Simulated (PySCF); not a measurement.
C$_{8}$H$_{13}$NSi: calculation and literature

Geometry (Å), atoms numbered from 1 in this order:
```xyz
23

C    -2.172    0.456    1.294
Si   -1.206   -0.086   -0.229
C    -1.585    1.024   -1.696
C    -1.575   -1.878   -0.656
C     0.658    0.045    0.113
C     1.227    0.473    1.319
C     2.615    0.525    1.440
C     3.394    0.149    0.350
C     2.744   -0.264   -0.814
N     1.422   -0.316   -0.934
H    -1.962    1.507    1.551
H    -1.929   -0.166    2.170
H    -3.256    0.369    1.116
H    -0.937    0.741   -2.540
H    -2.635    0.933   -2.015
H    -1.388    2.080   -1.457
H    -1.430   -2.535    0.216
H    -0.887   -2.209   -1.449
H    -2.608   -2.005   -1.014
H     0.587    0.761    2.156
H     3.082    0.855    2.372
H     4.485    0.174    0.395
H     3.327   -0.568   -1.692
```

- B3LYP/pcSseg-1 with gauge-including orbitals
- coordinates at the PBE0-D3(BJ)/def2-SVP level
- code: PySCF 2.14
- fast rotation and ring inversion assumed for equivalent nuclei, non-relativistic Hamiltonian, a single conformation, isolated molecule

Reference values: estimated from measurements, as parent shift plus tabulated substituent increment (solution, not stated per compound (mostly CDCl3 or CCl4); Pretsch, Buehlmann, Badertscher, Structure Determination of Organic Compounds, 4th ed. (2009)).
| atoms | quantity | reference | computed | computed, scaled |
| --- | --- | --- | --- | --- |
| C5 | δ $^{13}$C | 168.4 | 176.8 | 169.5 |
| C9 | δ $^{13}$C | 150.1 | 156.1 | 149.6 |
| C7 | δ $^{13}$C | 133.9 | 139.4 | 133.5 |
| C6 | δ $^{13}$C | 128.7 | 134.1 | 128.4 |
| C8 | δ $^{13}$C | 122.6 | 127.6 | 122.2 |
| H23 | δ $^{1}$H | 8.68 | 8.77 | – |
| H20 | δ $^{1}$H | 7.40 | 7.33 | – |
| H21 | δ $^{1}$H | 7.40 | 7.42 | – |
| H22 | δ $^{1}$H | 7.01 | 6.95 | – |

Computed shifts are σ(ref) − σ with the named reference compound (TMS for H and C) calculated as an isolated molecule at the same level. The measured values may be among those fitted. Expected solution values come from regression of measured δ (H and C: mostly CDCl3, vs TMS) on computed σ: $^{13}$C (scatter 1.1 ppm rms, 1.5 ppm with the 1 outlier that the fit left out). Occasional misses reach two or three times the rms, and more in compound classes unlike the fitted ones.

Question: How far are the unscaled $^{13}$C shifts from the references?

Answer: Mean signed difference +6.06 ppm, mean absolute 6.06 ppm over 5 comparisons; the largest is +8.4 ppm at C5 (substituted aromatic carbon next to a ring nitrogen).

Question: How far are the unscaled $^{1}$H shifts from the references?

Answer: Mean signed difference -0.01 ppm, mean absolute 0.06 ppm over 4 comparisons; the largest is +0.09 ppm at H23 (hydrogen on an aromatic CH next to a ring nitrogen).

9 of the 18 published NMR values on file for this molecule are compared.
